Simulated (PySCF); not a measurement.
MBi cations for M along the alkali metals

r²SCAN with double-zeta basis sets in PySCF, for the lowest determinant that a PBE0 search found; no spin–orbit coupling. De refers to high-spin ground-configuration atoms (the charge goes to the atom of lower measured ionisation energy or higher electron affinity, which is not always the lowest computed limit). A positive dipole points towards Bi; it is taken about the centre of mass and depends on that origin.

```json
{"M": "Li", "basis": "cc-pVDZ/cc-pVDZ-PP", "charged atom": "Li+", "state (unpaired electrons)": "quartet (σ ↑, π ↑↑)", "Re (Å)": "3.054", "ωe (cm⁻¹)": "207", "De (eV)": "n/a", "μ (D)": "-10.58"}
{"M": "Na", "basis": "def2-SVP", "charged atom": "Na+", "state (unpaired electrons)": "quartet (σ ↑, π ↑↑)", "Re (Å)": "3.458", "ωe (cm⁻¹)": "92.2", "De (eV)": "n/a", "μ (D)": "-12.14"}
{"M": "K", "basis": "def2-SVP", "charged atom": "K+", "state (unpaired electrons)": "quartet (σ ↑, π ↑↑)", "Re (Å)": "3.955", "ωe (cm⁻¹)": "54.0", "De (eV)": "n/a", "μ (D)": "-14.00"}
{"M": "Rb", "basis": "def2-SVP", "charged atom": "Rb+", "state (unpaired electrons)": "quartet (σ ↑, π ↑↑)", "Re (Å)": "4.128", "ωe (cm⁻¹)": "34.9", "De (eV)": "n/a", "μ (D)": "-12.39"}
{"M": "Cs", "basis": "def2-SVP", "charged atom": "Cs+", "state (unpaired electrons)": "quartet (σ ↑, π ↑↑)", "Re (Å)": "4.314", "ωe (cm⁻¹)": "29.5", "De (eV)": "n/a", "μ (D)": "-10.99"}
```

The shortest bond is that of LiBi⁺ (3.054 Å), the longest that of CsBi⁺ (4.314 Å).

The rows differ in basis set, which adds steps of its own.

Down a group the atoms grow and get heavier, so bonds lengthen and wavenumbers fall; this series shows no clear exception.

Spin–orbit coupling is left out, which matters for elements this heavy, above all for dissociation energies. States were picked by a PBE0 search and need not be the measured ground states.
